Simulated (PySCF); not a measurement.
**Multinuclear NMR of C7H9NSi**

Atom-mapped SMILES (the numbers label the heavy atoms): `[CH2:1]=[C:2]1[SiH2:3][C@H:4]1[n:5]1[cH:6][cH:7][cH:8][cH:9]1` (H(Xn): hydrogen on atom n). Ha(Si3) is cis to N5 on the ring; Ha(C1) is cis to Si3; Hb(Si3) is trans to N5 on the ring; Hb(C1) is trans to Si3.

One computed conformer, non-relativistic, fast rotation and ring inversion assumed for equivalent nuclei, in vacuum. Geometry from GFN2-xTB; shieldings: GIAO PBE0/pcSseg-1; PySCF 2.14.0 with density-fitted response routines.

Q: Predict the ²⁹Si NMR data.

A: 
| atoms | environment | σ (ppm) | δ (ppm) |
| --- | --- | --- | --- |
| Si3 | silicon bonded to 2 C, 2 H, in a 3-membered ring | 485.1 | -118.7 |

Shieldings were converted by a linear fit to measured shifts: ²⁹Si: δ = 279.94 − 0.822σ (rms 8.9 ppm, 72 shifts, 25.8 ppm with the 6 outliers that the fit left out vs TMS, solution or neat liquid). Occasional misses reach two or three times the rms, and more in compound classes unlike the fitted ones.

On a 400 MHz spectrometer ²⁹Si resonates near 79.5 MHz, so 1 ppm is 79.5 Hz.

Q: Predict the ¹⁵N NMR data.

A: 
```csv
atoms,environment,σ (ppm),δ (ppm)
N5,pyrrole-type ring nitrogen,79.4,-221.2
```

Shieldings were converted by a linear fit to measured shifts: ¹⁵N (scatter 6.3 ppm rms vs CH3NO2, solution or neat liquid). Occasional misses reach two or three times the rms, and more in compound classes unlike the fitted ones.

On a 400 MHz spectrometer ¹⁵N resonates near 40.5 MHz, so 1 ppm is 40.5 Hz.
